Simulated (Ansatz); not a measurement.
```xyz
2

Cr    0.0394   -0.0113   -0.0379
H     0.0482   -0.0111    1.5881
```

Basis set: 6-31G (spherical functions). Correlated methods keep 5 orbitals frozen. Charge 0, multiplicity 6.

Computed with Ansatz (development build ahead of 0.2.0); each method stands on the lowest determinant of its kind that the runs found.

Q: Give the atomization energy at this shape (free ground-state atoms in the same class of orbitals less the molecule, no zero-point energy) of sextet CrH by UHF-MP2, UHF.

A:

```
 method  atomization energy
UHF-MP2      50.20 kcal/mol
    UHF      42.15 kcal/mol
```

This basis has no polarisation functions and is too small for such energies, which can lie far from measured ones in either direction.
